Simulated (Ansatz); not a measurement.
One change: `C[Si](F)(S)Br` becomes `C[SiH](S)Br`.

Ansatz, PBE0-D4/def2-TZVP geometries, multiplicity 1. Each molecule was computed in one conformer, which needn't be the lowest.

Scalar relativity is left out up to krypton. Spin–orbit coupling is left out; it splits and shifts lone-pair levels of the heavy atoms by tenths of an eV.

```
                                                                                  property  `C[Si](F)(S)Br`
                                                     HOMO–LUMO gap (B3LYP/def2-TZVPP) / eV             7.55
                                          size of the dipole moment (B3LYP/def2-TZVPP) / D             2.43
                                                       HOMO energy (B3LYP/def2-TZVPP) / eV            -7.70
                                                        LUMO energy (PBE0/def2-TZVPP) / eV             0.14
ideal-gas entropy at 298 K and 1 bar (rigid rotor, harmonic PBE0-D4/def2-TZVP) / J/(mol·K)              372
                                        size of the dipole moment (ωB97M-V/def2-TZVPP) / D             2.45
```

What does the change do to each property? (An estimate is asked.)

The calculation gave: 
```tsv
property	`C[SiH](S)Br`	shift
HOMO–LUMO gap (B3LYP/def2-TZVPP) / eV	7.13	-0.42
size of the dipole moment (B3LYP/def2-TZVPP) / D	1.98	-0.45
HOMO energy (B3LYP/def2-TZVPP) / eV	-7.40	0.30
LUMO energy (PBE0/def2-TZVPP) / eV	-0.04	-0.18
ideal-gas entropy at 298 K and 1 bar (rigid rotor, harmonic PBE0-D4/def2-TZVP) / J/(mol·K)	353	-19
size of the dipole moment (ωB97M-V/def2-TZVPP) / D	2.00	-0.45
```

With PBE0 the HOMO rises by 0.30 eV and the LUMO falls by 0.18 eV, so the gap narrows by about 0.48 eV. PBE moves the HOMO by 0.25 eV and ωB97M-V by 0.34 eV. Dipoles are sizes alone; their direction can turn.

Positive LUMOs are unbound, so they and the gaps depend on the basis.

B3LYP here is the variant with VWN-RPA as its local correlation; programs differ in this.
